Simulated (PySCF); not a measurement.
Start geometry of TeMe2, `C[Te]C` from GFN2-xTB (Å):
```
atom  x, y, z in Å
Te1    0.0668   -0.0678   -1.4789
C2     1.5429   -0.0303    0.0041
H3     1.4245   -0.9185    0.5897
H4     1.5788    0.8632    0.6344
H5     2.5081   -0.0259   -0.5244
C6    -1.5727    0.0325   -0.0115
H7    -1.4727    0.9070    0.6031
H8    -1.4226   -0.8390    0.6135
H9    -2.5204    0.0093   -0.4555
```

Problem. What comes out of this run: PBE0-D3(BJ)/def2-SVP geometry optimisation, gas phase, def2 core potentials past Kr (PySCF)?

Solution. 
```
atom  x, y, z in Å
Te1    0.0080   -0.0222   -1.4675
C2     1.5849   -0.0348   -0.0027
H3     1.5064   -0.9321    0.6242
H4     1.5293    0.8717    0.6134
H5     2.5408   -0.0508   -0.5432
C6    -1.5556    0.0197    0.0102
H7    -1.4750    0.9329    0.6133
H8    -1.4900   -0.8710    0.6481
H9    -2.5161    0.0172   -0.5215
```

The energy falls by 4.3 kcal/mol over 5 energy and gradient evaluations, the largest force component goes from 0.0430 to 2.6e-04 Eh/bohr, and the atoms move by 0.061 Å rms after alignment. The bond that changes most is Te1–C2 (ends: tellurium bonded to 2 C; carbon bonded to Te and 3 H), which lengthens by 0.060 Å. Bonds longer at the end by more than 0.005 Å: 5 of 8; shorter: 1. Among the angles that change most is Te1–C2–H4, from 116.5° to 109.9°. Rotational constants go from 8205, 6060, 3643 to 8200, 5985, 3623 MHz. The orientation of the end geometry is arbitrary; only internal coordinates are fixed.

The run used 84 basis functions and 35 SCF cycles in all. Time: 13 s wall; peak memory 0.33 GiB. Hardware: Arm Neoverse V2, one thread, shared host with 96 logical CPUs at a one-minute load of 41.

Not checked by PBE0-D3(BJ)/def2-SVP frequencies.
